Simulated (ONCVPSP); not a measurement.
# What one change does to a pseudopotential (argon, ONCV)

```
Element                 : Ar (Z = 18)
Generator               : ONCVPSP 4.0.1
Type                    : optimised norm-conserving Vanderbilt (ONCV)
Functional              : Wu-Cohen
Relativity              : scalar-relativistic
Frozen core             : [Ne]
Valence charge          : 8
Reference configuration : 3s2 3p5.5 (charge +0.5)
Partial waves           : 3s: rc 1.25 bohr, ncon 3, nbas 6, qcut 6 1/bohr, 2 projectors, debl 1 Ha; 3p: rc 1.15 bohr, ncon 3, nbas 8, qcut 6.6 1/bohr, 2 projectors, debl 1.2 Ha; d scattering state at 0.17 Ha: rc 1.25 bohr, ncon 3, nbas 8, qcut 8.7 1/bohr, 2 projectors, debl 1.2 Ha
Local potential         : polynomial inside 1.10 bohr (lpopt 5, dvloc0 2 Ha)
Core correction         : Teter function, fcfact 4.25, rcfact 1.7
```

In the s channel the program set the typed energies aside and used -1.111, 0.250 Ha.

Change: all radii but the core radius scaled by about 0.80 (s 1.00, p 0.92, d 1.00 bohr); local potential polynomial inside 0.88 bohr (lpopt 5, dvloc0 2 Ha).

Cutoffs: the cutoffs (Ha) at which the residual kinetic energy of the hardest occupied pseudo-wave falls to 1 and 0.1 mHa per electron; they do not see the model core or the augmentation charge, which bear on the density cutoff. Errors are all-electron minus pseudo energies relative to the spin-unpolarised reference configuration.

Task: How do hardness, ghosts and transferability respond?

Result: The potential gets harder (18 Ha and 53 Ha → 107 Ha and 338 Ha); a bound ghost appears in p, which as a rule spoils a file; of the 4 tests that both files solve, the error grows in 3 and shrinks in 1 by more than 15 % and 0.3 meV (median size 0.8 → 4.1 meV). A smaller radius makes the pseudo-wave follow the all-electron one further in, where it bends more sharply, so more plane waves are needed.

```tsv
quantity	base	changed
cutoff, loose	18 Ha	107 Ha
cutoff, tight	53 Ha	338 Ha
loose cutoff by channel	s 18 Ha, p 15 Ha	s 19 Ha, p 107 Ha
bound ghosts	none	p
GHOST(+) flags under 300 eV	none	s at 170.0 eV
error for 3s2 3p6, meV [ΔE -6.53 eV]	+0.6	+3.8
error for 3s2 3p5, meV [ΔE 9.50 eV]	-0.4	-4.4
error for 3s2 3p4, meV [ΔE 38.14 eV]	+0.9	-14
error for 3s1 3p6, meV [ΔE 24.07 eV]	-4.1	-1.5
rms error of d²Exc/dni dnj with the model core, mHa	2.81	2.75
```

 A true bound ghost makes a file unfit for plane-wave use even where its test errors are small: the radial tests pick states by their node count and pass the ghost by.
